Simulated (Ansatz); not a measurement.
Geometry optimisation, RHF/6-31G* (Ansatz 0.2.0).

The input (input.yaml):

```yaml
crystal:
  periodic: [false, false, false]
  atoms:
    - { symbol: B, position_ang: [0.06225, 0.571677, -0.281187] }
    - { symbol: O, position_ang: [-0.309396, -0.355742, 2.140729] }
    - { symbol: H, position_ang: [-1.207254, -0.443281, 2.430237] }
    - { symbol: H, position_ang: [1.062818, -0.064644, -0.411768] }
    - { symbol: C, position_ang: [-1.333047, 0.090958, -0.855132] }
    - { symbol: H, position_ang: [-1.547875, -0.927204, -0.543954] }
    - { symbol: H, position_ang: [-2.170134, 0.722131, -0.564213] }
    - { symbol: H, position_ang: [-1.303996, 0.081199, -1.944629] }
    - { symbol: "N", position_ang: [0.219626, 1.916791, 0.314527] }
    - { symbol: H, position_ang: [1.123241, 2.303754, 0.479484] }
    - { symbol: H, position_ang: [-0.496711, 2.608344, 0.259666] }
    - { symbol: H, position_ang: [-0.134422, 0.599416, 2.117541] }
basis:
  gaussian: { orbitals: "6-31G*" }
hamiltonian:
  xc: hf
relax:
  f_tol: 0.03
  max_steps: 50
```

Run as:

```bash
$ ansatz run input.yaml --threads 1 --pin off --max-ram 2048MiB --backend cpu --events-out ev --progress --plain --runs-dir out
```

**Question.** Where does it end, and by what steps?

**Answer.** The forces met the threshold. After 45 steps the energy has fallen by 0.228 eV; O2 moved furthest, 1.36 Å.

```tsv
step	energy less start (eV)	largest force component (eV/Å)	accepted
0	0.0000	2.063	yes
2	-0.1320	1.681	yes
4	-0.1947	0.368	yes
6	-0.2072	0.090	yes
8	-0.2101	0.289	yes
10	-0.2127	0.061	yes
12	-0.2102	0.549	no
14	-0.2121	0.075	no
16	-0.2157	0.156	yes
18	-0.2170	0.257	yes
20	-0.2188	0.035	yes
22	-0.2201	0.031	yes
24	-0.2206	0.280	no
26	-0.2220	0.059	yes
28	-0.2213	0.474	no
30	-0.2244	0.067	yes
32	-0.2254	0.142	yes
34	-0.2263	0.089	yes
36	-0.2265	0.052	yes
38	-0.2266	0.035	yes
40	-0.2271	0.069	yes
42	-0.2273	0.090	yes
44	-0.2274	0.081	no
45	-0.2275	0.024	yes
```

```xyz
12
Properties=species:S:1:pos:R:3
B 0.084 0.632 -0.710
O -0.539 0.427 3.224
H -0.856 -0.454 3.366
H 1.094 0.156 -1.138
C -1.327 0.177 -1.272
H -1.456 -0.899 -1.158
H -2.173 0.667 -0.796
H -1.387 0.372 -2.342
N 0.206 1.581 0.312
H 1.086 1.925 0.629
H -0.570 2.082 0.689
H -0.198 0.438 2.338
```

Time of the run: 78 s on 1 thread of Arm Neoverse V2 (shared host), peak memory 0.15 GiB.
